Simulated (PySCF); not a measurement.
CH4Se2, singlet, geometry from GFN2-xTB; PySCF with CAMB3LYP/6-31G, polarisability by finite fields.

Here is a job for PySCF.
```python
from pyscf import gto, scf, dft

mol = gto.M(
    atom='''
Se    0.33695253    0.70386482    0.64610752
C     2.10090504    0.47456001   -0.19888411
H     2.76259305    1.21101719    0.24666104
H     2.01213525    0.64797658   -1.26767546
H     2.47026803   -0.52848457   -0.00331231
Se   -0.90012708   -0.76940205   -0.58814127
H    -0.70249157   -1.94960310    0.24677916
''',
    basis='6-31g',
    verbose=4,
)

mf = dft.RKS(mol)
mf.xc = 'camb3lyp'
mf.conv_tol = 1e-11
mf.kernel()
h0, z, done = mf.get_hcore(), mol.intor('int1e_r')[2], []
def energy(F):
    f = mf.copy()
    f.scf_summary = {}
    f.get_hcore = lambda *a: h0 + F * z
    e = f.kernel(mf.make_rdm1())
    done.append(f.converged)
    return e
F = 2e-4
alpha = -(energy(F) + energy(-F) - 2 * mf.e_tot) / F**2
print('alpha_zz =', alpha)
```

The log (banner, timings and long lists left out):

```
PySCF version 2.14.0

[INPUT] verbose = 4
[INPUT] num. atoms = 7
[INPUT] num. electrons = 78
[INPUT] charge = 0
[INPUT] spin (= nelec alpha-beta = 2S) = 0
[INPUT] symmetry False subgroup None
[INPUT] Mole.unit = angstrom
[INPUT] Symbol           X                Y                Z      unit          X                Y                Z       unit  Magmom
[...]
nuclear repulsion = 421.159319443109
number of shells = 35
number of NR pGTOs = 218
number of NR cGTOs = 71
basis = 6-31g
ecp = {}

******** <class 'pyscf.dft.rks.RKS'> ********
method = RKS
initial guess = minao
damping factor = 0
level_shift factor = 0
DIIS = <class 'pyscf.scf.diis.CDIIS'>
diis_start_cycle = 1
diis_space = 8
diis_damp = 0
SCF conv_tol = 1e-11
SCF conv_tol_grad = None
SCF max_cycles = 50
direct_scf = True
direct_scf_tol = 1e-13
XC library pyscf.dft.libxc version 7.1.2
    S. Lehtola, C. Steigemann, M. J. T. Oliveira, and M. A. L. Marques,  SoftwareX 7, 1–5 (2018)
XC functionals = camb3lyp
    T. Yanai, D. P. Tew, and N. C. Handy,  Chem. Phys. Lett. 393, 51 (2004)
radial grids:
    Treutler-Ahlrichs [JCP 102, 346 (1995); DOI:10.1063/1.469408] (M4) radial grids

becke partition: Becke, JCP 88, 2547 (1988); DOI:10.1063/1.454033
pruning grids: <function nwchem_prune>
grids dens level: 3
symmetrized grids: False
atomic radii adjust function: <function treutler_atomic_radii_adjust>
small_rho_cutoff = 0
Set gradient conv threshold to 3.16228e-06
Initial guess from minao.
tot grids = 94200
init E= -4841.43062237195
[...]
cycle= 1 E= -4843.05200896669  delta_E= -1.62  |g|= 0.254  |ddm|= 2.68
[...]
cycle= 2 E= -4843.06520379961  delta_E= -0.0132  |g|= 0.15  |ddm|= 0.597
[...]
cycle= 3 E= -4843.06775487473  delta_E= -0.00255  |g|= 0.0213  |ddm|= 0.145
[...]
cycle= 4 E= -4843.06781202001  delta_E= -5.71e-05  |g|= 0.00244  |ddm|= 0.0286
[...]
cycle= 5 E= -4843.06781557885  delta_E= -3.56e-06  |g|= 0.00117  |ddm|= 0.0107
[...]
cycle= 6 E= -4843.067816029  delta_E= -4.5e-07  |g|= 0.000471  |ddm|= 0.00261
[...]
cycle= 7 E= -4843.06781609134  delta_E= -6.23e-08  |g|= 7.6e-05  |ddm|= 0.000659
[...]
cycle= 8 E= -4843.06781609558  delta_E= -4.24e-09  |g|= 1.51e-05  |ddm|= 0.000305
[...]
cycle= 9 E= -4843.06781609582  delta_E= -2.37e-10  |g|= 7.63e-06  |ddm|= 7.38e-05
[...]
cycle= 10 E= -4843.06781609587  delta_E= -5.09e-11  |g|= 3.07e-06  |ddm|= 2.35e-05
[...]
cycle= 11 E= -4843.06781609586  delta_E= 5.46e-12  |g|= 5.83e-07  |ddm|= 1.17e-05
[...]
Extra cycle  E= -4843.06781609582  delta_E= 3.91e-11  |g|= 3.43e-07  |ddm|= 3.02e-06
converged SCF energy = -4843.06781609582

******** <class 'pyscf.dft.rks.RKS'> ********
method = RKS
initial guess = minao
damping factor = 0
level_shift factor = 0
DIIS = <class 'pyscf.scf.diis.CDIIS'>
diis_start_cycle = 1
diis_space = 8
diis_damp = 0
SCF conv_tol = 1e-11
SCF conv_tol_grad = None
SCF max_cycles = 50
direct_scf = True
direct_scf_tol = 1e-13
XC library pyscf.dft.libxc version 7.1.2
    S. Lehtola, C. Steigemann, M. J. T. Oliveira, and M. A. L. Marques,  SoftwareX 7, 1–5 (2018)
XC functionals = camb3lyp
    T. Yanai, D. P. Tew, and N. C. Handy,  Chem. Phys. Lett. 393, 51 (2004)
radial grids:
    Treutler-Ahlrichs [JCP 102, 346 (1995); DOI:10.1063/1.469408] (M4) radial grids

becke partition: Becke, JCP 88, 2547 (1988); DOI:10.1063/1.454033
pruning grids: <function nwchem_prune>
grids dens level: 3
symmetrized grids: False
atomic radii adjust function: <function treutler_atomic_radii_adjust>
small_rho_cutoff = 0
Overwritten attributes  get_hcore  of <class 'pyscf.dft.rks.RKS'>
Set gradient conv threshold to 3.16228e-06
init E= -4843.06781706094
[...]
cycle= 1 E= -4843.06781779943  delta_E= -7.38e-07  |g|= 0.000617  |ddm|= 0.00643
[...]
cycle= 2 E= -4843.06781784063  delta_E= -4.12e-08  |g|= 0.000609  |ddm|= 0.0022
[...]
cycle= 3 E= -4843.06781794161  delta_E= -1.01e-07  |g|= 5.81e-05  |ddm|= 0.000944
[...]
cycle= 4 E= -4843.0678179422  delta_E= -5.95e-10  |g|= 1.35e-05  |ddm|= 9.39e-05
[...]
cycle= 5 E= -4843.0678179423  delta_E= -1.05e-10  |g|= 4.49e-06  |ddm|= 5.16e-05
[...]
cycle= 6 E= -4843.0678179423  delta_E= 7.28e-12  |g|= 2.14e-06  |ddm|= 1.55e-05
[...]
Extra cycle  E= -4843.06781794229  delta_E= 7.28e-12  |g|= 2.06e-06  |ddm|= 6.83e-06
converged SCF energy = -4843.06781794229

******** <class 'pyscf.dft.rks.RKS'> ********
method = RKS
initial guess = minao
damping factor = 0
level_shift factor = 0
DIIS = <class 'pyscf.scf.diis.CDIIS'>
diis_start_cycle = 1
diis_space = 8
diis_damp = 0
SCF conv_tol = 1e-11
SCF conv_tol_grad = None
SCF max_cycles = 50
direct_scf = True
direct_scf_tol = 1e-13
XC library pyscf.dft.libxc version 7.1.2
    S. Lehtola, C. Steigemann, M. J. T. Oliveira, and M. A. L. Marques,  SoftwareX 7, 1–5 (2018)
XC functionals = camb3lyp
    T. Yanai, D. P. Tew, and N. C. Handy,  Chem. Phys. Lett. 393, 51 (2004)
radial grids:
    Treutler-Ahlrichs [JCP 102, 346 (1995); DOI:10.1063/1.469408] (M4) radial grids

becke partition: Becke, JCP 88, 2547 (1988); DOI:10.1063/1.454033
pruning grids: <function nwchem_prune>
grids dens level: 3
symmetrized grids: False
atomic radii adjust function: <function treutler_atomic_radii_adjust>
small_rho_cutoff = 0
Set gradient conv threshold to 3.16228e-06
init E= -4843.0678151308
[...]
cycle= 1 E= -4843.06781586919  delta_E= -7.38e-07  |g|= 0.000617  |ddm|= 0.00643
[...]
cycle= 2 E= -4843.06781591037  delta_E= -4.12e-08  |g|= 0.000608  |ddm|= 0.0022
[...]
cycle= 3 E= -4843.06781601126  delta_E= -1.01e-07  |g|= 5.81e-05  |ddm|= 0.000944
[...]
cycle= 4 E= -4843.06781601185  delta_E= -5.9e-10  |g|= 1.35e-05  |ddm|= 9.39e-05
[...]
cycle= 5 E= -4843.06781601196  delta_E= -1.09e-10  |g|= 4.49e-06  |ddm|= 5.16e-05
[...]
cycle= 6 E= -4843.06781601199  delta_E= -3.64e-11  |g|= 2.14e-06  |ddm|= 1.55e-05
[...]
cycle= 7 E= -4843.06781601199  delta_E= 7.28e-12  |g|= 4.36e-07  |ddm|= 6.65e-06
[...]
Extra cycle  E= -4843.067816012  delta_E= -1.27e-11  |g|= 2.66e-07  |ddm|= 2.12e-06
converged SCF energy = -4843.067816012
alpha_zz = 44.0661096945405
```
